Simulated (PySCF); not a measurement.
**Two-component Hartree-Fock for Sn²⁺ (tin, charge +2)**

Start: [Kr] 4d9 5s2 5p1; 4d3/2 filled at m_j = -3/2, -1/2, +1/2, +3/2; 4d5/2 filled at m_j = -3/2, -1/2, +1/2, +3/2, +5/2; 5p3/2 filled at m_j = +3/2. Calculated with PySCF 2.14 in x2c-TZVPall-2c: generalised Hartree-Fock with the X2C-1e Hamiltonian and a Gaussian nucleus; one run each with spin-orbit coupling (SO) switched off, then screened by Boettger's factors. This is a chosen level, not necessarily the ground level.

| spinor shell | electrons | ε, spin-free (eV) | ε, screened SO (eV) | weight of nominal j (screened SO) | rms radius, screened SO (bohr) |
| --- | --- | --- | --- | --- | --- |
| 1s1/2 | 2 | -29373.8 | -29371.1 | 1.000 | 0.0333 |
| 2s1/2 | 2 | -4550.4 | -4549.6 | 1.000 | 0.136 |
| 2p1/2 | 2 | -4080.5 | -4240.7 | 1.000 | 0.118 |
| 2p3/2 | 4 | -4080.5 | -4007.5 | 1.000 | 0.123 |
| 3s1/2 | 2 | -939.46 | -939.30 | 1.000 | 0.361 |
| 3p1/2 | 2 | -782.11 | -812.34 | 1.000 | 0.354 |
| 3p3/2 | 4 | -782.11 | -768.31 | 1.000 | 0.366 |
| 3d3/2 | 4 | -540.54 | -546.01 | 0.999 | 0.339 |
| 3d5/2 | 6 | -540.54 | -536.79 | 1.000 | 0.342 |
| 4s1/2 | 2 | -185.13 | -185.15 | 1.000 | 0.868 |
| 4p1/2 | 2 | -134.55 | -140.97 | 0.991 | 0.923 |
| 4p3/2 | 4 | -134.55 | -131.65 | 0.996 | 0.950 |
| 4d3/2 | 4 | -59.898 | -60.872 | 0.921 | 1.13 |
| 4d5/2 | 5 | -59.898 | -59.292 | 0.937 | 1.15 |
| 5s1/2 | 2 | -32.072 | -32.105 | 0.999 | 2.32 |
| 5p3/2 | 1 | -24.161 | -23.908 | 1.000 | 2.75 |

```
   quantity    spin-free  screened SO
E (hartree)  -6171.31960  -6172.78790
        M_J            4            4
       ⟨J²⟩       20.015       20.015
       ⟨L²⟩       12.012       12.029
       ⟨S²⟩        2.003        2.020
```

Each row is a mean over spinors that exchange with the open shell spreads, by up to 7.181 eV (4p3/2).

Breit and QED terms are absent; they matter most for the inner s and p1/2 levels.

Densities and radii are taken from the X2C orbitals without a picture-change correction, which distorts them close to the nucleus.

Without spin-orbit coupling the j labels of p, d and f shells carry no meaning; the spin-free column gives the mean over the occupied spinors of each nl shell.
